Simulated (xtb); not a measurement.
BFH, SMILES [BH]F (connectivity only; charge and spin as stated), charge +1, multiplicity 1. All values are semi-empirical tight-binding results from xtb (GFN2-xTB unless named), good for trends rather than for accurate numbers. Geometry optimised at GFN2-xTB. The multiplicity is an assumed one; other spin states were not compared. The isomer is the one that the SMILES or the coordinates give; other isomers of the formula were not compared.

Computed properties:
* **point group as xtb finds it**: C∞v
* **orbital gap**: 5.87 eV
* **zero-point energy**: 8.0 kcal/mol
* **G − E(el) at 298.15 K (modified RRHO)**: -4.4 kcal/mol
* **static polarisability (D4 model)**: 16.3 bohr³
* **solvation energy, GFN2-xTB/ALPB(water)**: -70.5 kcal/mol
* **solvation energy, GFN2-xTB/ALPB(dmf)**: -59.8 kcal/mol

Computed IR lines (harmonic; lines under 4 % of the strongest left out, lines within 3 cm⁻¹ merged):
ν (cm⁻¹): 613 (w), 1755 (vs), 2614 (m) (against the strongest line: vs over 80 %, s over 45 %, m over 15 %, w over 4 %, vw less)
